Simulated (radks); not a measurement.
Results of a calculation; reference values are marked as such.
Fractional charge and spin in the 2s shell of fluorine: the spin-up occupation runs from 0 to 1 and the spin-down occupation from 0 to 1; the fullest corner is F+, [He] 2p(up 2, down 2) 2s(up 1, down 1). Code: a radial shooting solver on a logarithmic mesh with Libxc functionals. Model: non-relativistic Kohn-Sham, PBEsol, spin-polarised, spherical densities, point nucleus. Energy (eV) minus the two flat planes that join the four corners (they meet along the diagonal where the two added fractions sum to one electron); zero is where a piecewise linear energy would lie.

\begin{tabular}{lrrrrr}
down \ up & 0 & 0.25 & 0.5 & 0.75 & 1 \\ \hline
0 & 0.000 & -1.981 & -2.631 & -1.965 & 0.000 \\
0.25 & -1.981 & -2.458 & -1.634 & 0.476 & -1.790 \\
0.5 & -2.631 & -1.634 & 0.634 & -1.487 & -2.374 \\
0.75 & -1.965 & 0.476 & -1.487 & -2.229 & -1.769 \\
1 & 0.000 & -1.790 & -2.374 & -1.769 & 0.000 \\
\end{tabular}

Corners above the fullest one (they belong to F2+ and the next ion): (up 1, down 0) 56.468 eV, (up 0, down 1) 56.468 eV, (up 0, down 0) 135.51 eV. With half an added electron in each spin the energy lies 0.634 eV from the planes, and with half an added electron in spin up alone -2.631 eV. The planes are only a guide here: the flat-plane condition holds for ground states with one frontier orbital, while this shell lies below other occupied shells, so the corners above the fullest one are inner-hole states and not the ground states of those ions.
